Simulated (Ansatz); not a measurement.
Ansatz (a program for electronic structure) input (PBE/6-31G*):

Ansatz 0.2 input:
```yaml
crystal:
  periodic: [false, false, false]
  atoms:
    - {symbol: O, position_ang: [1.42900200, 0.33684500, -0.85309600]}
    - {symbol: Si, position_ang: [0.13788900, 0.03250300, -0.08231800]}
    - {symbol: F, position_ang: [0.19104700, -1.14820500, 1.03717100]}
    - {symbol: F, position_ang: [-0.51648700, 1.23814800, 0.79424800]}
    - {symbol: F, position_ang: [-1.15927800, -0.43992100, -0.94506200]}
basis:
  gaussian:
    orbitals: 6-31G*
hamiltonian:
  xc: {name: PBE}
total_charge: -1
relax: {f_tol: 0.003, max_steps: 120}
```

Output:

```
Functional definition: PBE
integrals: 0.02 GiB planned
717 factors; their error is unknown
mean field: 0.17 GiB planned
mean field evaluation 1: about -18063.0299 eV, gradient 5.2e1 eV
mean field evaluation 2: about -17994.4540 eV, gradient 1.7e2 eV
mean field evaluation 4: about -18067.8523 eV, gradient 1.3e1 eV
mean field evaluation 8: about -18068.1100 eV, gradient 1.0e-1 eV
mean field evaluation 16: about -18068.0540 eV, gradient 1.4e-5 eV
mean field -18068.05401313 eV, -663.9887380157 hartree, gradient 1.4e-5 eV, S^2 0.000000; 0 other end points of the search recorded, 0 dependent functions left out
the calculation of the forces begins
reference -18068.05404780 eV, -663.9887392899 hartree; 25, 25 occupied and 54, 54 virtual orbitals, 717 factors
relax step   1: F+E_penalty+E_count = -18068.05401313 eV  Δ(F+E_penalty+E_count) = +0.000e0 eV  max|allowed force component| = 1.066e0 eV/Å  Δτ_max = 0.0000 Å  (27 SCF iters, accepted)
these checks for a lower state are left out or cut short: starts, cluster_reference, orbital_swaps, neighbouring_geometries, increment
integrals: 0.02 GiB planned
717 factors; their error is unknown
mean field: 0.17 GiB planned
mean field -18068.07886658 eV, -663.9896513633 hartree, gradient 2.5e-5 eV, S^2 0.000000; 0 other end points of the search recorded, 0 dependent functions left out
the calculation of the forces begins
reference -18068.07890131 eV, -663.9896526392 hartree; 25, 25 occupied and 54, 54 virtual orbitals, 717 factors
relax step   2: F+E_penalty+E_count = -18068.07886658 eV  Δ(F+E_penalty+E_count) = -2.485e-2 eV  max|allowed force component| = 5.082e-1 eV/Å  Δτ_max = 0.0125 Å  (27 SCF iters, accepted)
these checks for a lower state are left out or cut short: starts, cluster_reference, orbital_swaps, neighbouring_geometries, increment
integrals: 0.02 GiB planned
717 factors; their error is unknown
mean field: 0.17 GiB planned
mean field evaluation 32: about -18068.0896 eV, gradient 2.5e-5 eV
mean field -18068.08955027 eV, -663.9900439813 hartree, gradient 2.5e-5 eV, S^2 0.000000; 0 other end points of the search recorded, 0 dependent functions left out
the calculation of the forces begins
reference -18068.08958504 eV, -663.9900452593 hartree; 25, 25 occupied and 54, 54 virtual orbitals, 717 factors
relax step   3: F+E_penalty+E_count = -18068.08955027 eV  Δ(F+E_penalty+E_count) = -1.068e-2 eV  max|allowed force component| = 2.621e-2 eV/Å  Δτ_max = 0.0133 Å  (27 SCF iters, accepted)
these checks for a lower state are left out or cut short: starts, cluster_reference, orbital_swaps, neighbouring_geometries, increment
integrals: 0.02 GiB planned
717 factors; their error is unknown
mean field: 0.17 GiB planned
mean field -18068.08955330 eV, -663.9900440927 hartree, gradient 6.6e-6 eV, S^2 0.000000; 0 other end points of the search recorded, 0 dependent functions left out
the calculation of the forces begins
reference -18068.08958808 eV, -663.9900453708 hartree; 25, 25 occupied and 54, 54 virtual orbitals, 717 factors
relax step   4: F+E_penalty+E_count = -18068.08955330 eV  Δ(F+E_penalty+E_count) = -3.031e-6 eV  max|allowed force component| = 2.085e-2 eV/Å  Δτ_max = 0.0015 Å  (22 SCF iters, accepted)
these checks for a lower state are left out or cut short: starts, cluster_reference, orbital_swaps, neighbouring_geometries, increment
integrals: 0.02 GiB planned
717 factors; their error is unknown
mean field: 0.17 GiB planned
mean field -18068.08958861 eV, -663.9900453905 hartree, gradient 4.6e-5 eV, S^2 0.000000; 0 other end points of the search recorded, 0 dependent functions left out
the calculation of the forces begins
reference -18068.08962339 eV, -663.9900466686 hartree; 25, 25 occupied and 54, 54 virtual orbitals, 717 factors
relax step   5: F+E_penalty+E_count = -18068.08958861 eV  Δ(F+E_penalty+E_count) = -3.531e-5 eV  max|allowed force component| = 9.336e-4 eV/Å  Δτ_max = 0.0011 Å  (19 SCF iters, accepted)
integrals: 0.02 GiB planned
717 factors; their error is unknown
mean field: 0.17 GiB planned
mean field evaluation 64: about -18068.0896 eV, gradient 1.5e-5 eV
mean field -18068.08958861 eV, -663.9900453905 hartree, gradient 4.6e-5 eV, S^2 0.000000; 1 other end points of the search recorded, 0 dependent functions left out
the calculation of the forces begins
reference -18068.08962339 eV, -663.9900466686 hartree; 25, 25 occupied and 54, 54 virtual orbitals, 717 factors
Total energy: -18068.08962339 eV, -663.9900466686 hartree
Atom 0 at     1.451696     0.342198    -0.866643 Å, force     0.000835     0.000196    -0.000499 eV/Å
Atom 1 at     0.141184     0.033282    -0.084284 Å, force    -0.000934    -0.000219     0.000558 eV/Å
Atom 2 at     0.190068    -1.161818     1.050650 Å, force     0.000010     0.000043    -0.000044 eV/Å
Atom 3 at    -0.525388     1.251307     0.805013 Å, force     0.000033    -0.000039    -0.000036 eV/Å
Atom 4 at    -1.175387    -0.445598    -0.953794 Å, force     0.000055     0.000019     0.000022 eV/Å
Dipole moment:    -0.476975    -0.112433     0.284748 e Å
```

The dipole moment of an ion depends on the origin.

The geometry given is a B3LYP-D3(BJ)/def2-TZVP minimum.
